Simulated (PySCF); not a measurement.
Isomers of [C6H10P]+.

All values: CAM-B3LYP/def2-SVPD (PySCF) at GFN2-xTB geometries, gas phase, one conformer each. Core orbitals are frozen in the response; Δα² is half the sum of the squared differences of the principal polarisabilities.

(1) Rank by HOMO–LUMO gap, lowest first.
A. `[CH:1]#[C:2][P@@H+:3]([CH3:4])[CH2:5][CH:6]=[CH2:7]` (charge +1) with C2–P3–C5–C6 174°, P3–C5–C6–C7 115°
B. `CC1C=C[PH2+]C=C1`
C. `CC1=C(C)[PH2+]C=C1`
D. `[CH3:1][C:2]#[C:3][PH2+:4][CH:5]1[CH2:6][CH2:7]1` (charge +1) with C3–P4–C5–C6 159°

(2) Rank by HOMO energy, lowest first.
A. `CC1=C(C)[PH2+]C=C1`
B. `CC1C=C[PH2+]C=C1`
C. `C[PH+]1C=CCC=C1`
D. `[CH:1]#[C:2][P@@H+:3]([CH3:4])[CH2:5][CH:6]=[CH2:7]` (charge +1) with C2–P3–C5–C6 174°, P3–C5–C6–C7 115°

Answers

(1) C (7.15 eV), A (9.15 eV), B (9.60 eV), D (9.89 eV).

(2) B (-13.91 eV), C (-13.73 eV), D (-13.25 eV), A (-12.81 eV).

All values together:

```tsv
SMILES	HOMO (eV)	LUMO (eV)	α (Å³)	Δα (Å³)
C#C[P@@H+](C)CC=C	-13.25	-4.10	12.98	7.35
CC1=C(C)[PH2+]C=C1	-12.81	-5.66	12.38	5.86
CC1C=C[PH2+]C=C1	-13.91	-4.31	12.25	6.26
CC#C[PH2+]C1CC1	-13.95	-4.06	13.06	8.65
C[PH+]1C=CCC=C1	-13.73	-4.15	12.31	6.47
```

Conformers: `[CH:1]#[C:2][P@@H+:3]([CH3:4])[CH2:5][CH:6]=[CH2:7]` (charge +1) with C2–P3–C5–C6 174°, P3–C5–C6–C7 115°; `[CH3:1][C:2]#[C:3][PH2+:4][CH:5]1[CH2:6][CH2:7]1` (charge +1) with C3–P4–C5–C6 159°.
